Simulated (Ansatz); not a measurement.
C$_{2}$H$_{4}$N (SMILES [CH2]N=C), doublet (typed; the unrestricted solution is spin-contaminated), at a GFN2-xTB geometry; CCSD(T)/cc-pVDZ in Ansatz (a first-principles code).

Ansatz was given this input:
Ansatz 0.2 input:
```yaml
crystal:
  periodic: [false, false, false]
  atoms:
    - {symbol: C, position_ang: [1.13632705, -0.22459938, -0.24900414]}
    - {symbol: N, position_ang: [0.01067356, 0.38315855, -0.09788839]}
    - {symbol: C, position_ang: [-1.14308609, -0.01803587, 0.31099199]}
    - {symbol: H, position_ang: [1.22560615, -1.30013518, -0.36821381]}
    - {symbol: H, position_ang: [2.02550454, 0.37542219, -0.33831834]}
    - {symbol: H, position_ang: [-1.99841828, 0.59691774, 0.08990737]}
    - {symbol: H, position_ang: [-1.28685313, -0.89850310, 0.92991642]}
basis:
  gaussian:
    orbitals: cc-pVDZ
magnetization: {spin_polarized: true, initial_magnetization: 1}
correlation: {method: ccsd_t, electrons: outside_noble_gas}
accuracy: high
```

Question: Predict the main parts of the log of this Ansatz run.

Answer: 
```
Functional definition: HF
1434 factors; integrals over basis functions are off by at most 3.2e-9 eV
mean field evaluation 1: about -3602.1385 eV, gradient 1.5e1 eV
mean field evaluation 2: about -3602.2862 eV, gradient 1.5e1 eV
mean field evaluation 4: about -3603.9629 eV, gradient 3.5e0 eV
mean field evaluation 8: about -3604.2735 eV, gradient 4.1e-1 eV
mean field evaluation 16: about -3604.2774 eV, gradient 1.3e-8 eV
mean field -3604.27740956 eV, -132.4547517342 hartree, gradient 4.1e-8 eV, S^2 0.942474; 0 other end points of the search recorded, 0 dependent functions left out
3 core orbitals not correlated
reference -3604.27740956 eV, -132.4547517342 hartree; 9, 8 occupied and 50, 51 virtual orbitals, 1434 factors
second order -10.71635968 eV of doubles, -0.00000000 eV of singles
cycle   1  -11.35299686 eV  change   -6.4e-1 eV  update   9.4e-2
cycle   2  -11.79941567 eV  change   -4.5e-1 eV  update   4.3e-2
cycle   3  -11.95696525 eV  change   -1.6e-1 eV  update   3.0e-2
cycle   4  -11.98407393 eV  change   -2.7e-2 eV  update   1.6e-2
cycle   5  -11.98627970 eV  change   -2.2e-3 eV  update   6.8e-3
cycle   6  -11.99184992 eV  change   -5.6e-3 eV  update   4.2e-3
cycle   7  -11.99372877 eV  change   -1.9e-3 eV  update   2.3e-3
cycle   8  -11.99430757 eV  change   -5.8e-4 eV  update   9.1e-4
cycle   9  -11.99427637 eV  change    3.1e-5 eV  update   3.2e-4
cycle  10  -11.99433627 eV  change   -6.0e-5 eV  update   1.0e-4
cycle  11  -11.99432853 eV  change    7.7e-6 eV  update   3.0e-5
cycle  12  -11.99431480 eV  change    1.4e-5 eV  update   9.9e-6
cycle  13  -11.99430807 eV  change    6.7e-6 eV  update   3.8e-6
cycle  14  -11.99430475 eV  change    3.3e-6 eV  update   1.3e-6
cycle  15  -11.99430374 eV  change    1.0e-6 eV  update   5.8e-7
cycle  16  -11.99430302 eV  change    7.3e-7 eV  update   3.0e-7
cycle  17  -11.99430269 eV  change    3.3e-7 eV  update   1.7e-7
cycle  18  -11.99430249 eV  change    2.0e-7 eV  update   8.5e-8
cycle  19  -11.99430236 eV  change    1.3e-7 eV  update   4.9e-8
cycle  20  -11.99430229 eV  change    6.5e-8 eV  update   3.1e-8
cycle  21  -11.99430205 eV  change    2.5e-7 eV  update   1.3e-7
cycle  22  -11.99430192 eV  change    1.3e-7 eV  update   4.9e-8
cycle  23  -11.99430188 eV  change    4.0e-8 eV  update   1.6e-8
cycle  24  -11.99430187 eV  change    1.0e-8 eV  update   6.0e-9
cycle  25  -11.99430186 eV  change    3.2e-9 eV  update   2.1e-9
cycle  26  -11.99430186 eV  change   3.7e-10 eV  update  7.1e-10
perturbative correction -0.39799002 eV, -0.0146258635 hartree
Total energy: -3616.66970144 eV, -132.9101600612 hartree
```
